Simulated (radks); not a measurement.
Task: Yb+, 69 electrons, occupied as [Xe] 4f14 6d1 (not the ground configuration). Calculated with a radial shooting solver on a logarithmic mesh with Libxc functionals: Dirac Kohn-Sham, PBEsol, spin-unpolarised, spherical densities, point nucleus; open shells are shared between the two j in proportion to 2j + 1. Some entries of the table are withheld. Estimate them.

| orbital | occ. | eigenvalue (eV) | <r^2> (bohr^2) |
|---|---|---|---|
| 1s1/2 | 2 | -61155.51 | 0.0005300 |
| 2s1/2 | 2 | -10363.79 | 0.008154 |
| 2p1/2 | 2 | -9885.673 | 0.005862 |
| 2p3/2 | 4 | -8839.166 | 0.007074 |
| 3s1/2 | 2 | -2343.578 | 0.05363 |
| 3p1/2 | 2 | -2132.704 | 0.04948 |
| 3p3/2 | 4 | -1910.605 | 0.05623 |
| 3d3/2 | 4 | -1551.789 | 0.04403 |
| 3d5/2 | 6 | -1503.252 | 0.04589 |
| 4s1/2 | 2 | -469.0301 | 0.2691 |
| 4p1/2 | 2 | (1) | 0.2801 |
| 4p3/2 | 4 | (2) | 0.3178 |
| 4d3/2 | 4 | -193.2464 | 0.3564 |
| 4d5/2 | 6 | -184.0848 | 0.3713 |
| 5s1/2 | 2 | (3) | 1.647 |
| 5p1/2 | 2 | -42.3305 | 2.116 |
| 5p3/2 | 4 | -36.1853 | 2.486 |
| 4f5/2 | 6 | -14.1310 | (4) |
| 4f7/2 | 8 | -12.8111 | (5) |
| 6d3/2 | 0.4 | (6) | 62.56 |
| 6d5/2 | 0.6 | (7) | 63.88 |

Result: 
(1) 4p1/2 eigenvalue (eV): -383.7619
(2) 4p3/2 eigenvalue (eV): -333.4187
(3) 5s1/2 eigenvalue (eV): -65.3719
(4) 4f5/2 <r^2> (bohr^2): 0.8117
(5) 4f7/2 <r^2> (bohr^2): 0.8657
(6) 6d3/2 eigenvalue (eV): -3.5282
(7) 6d5/2 eigenvalue (eV): -3.4789
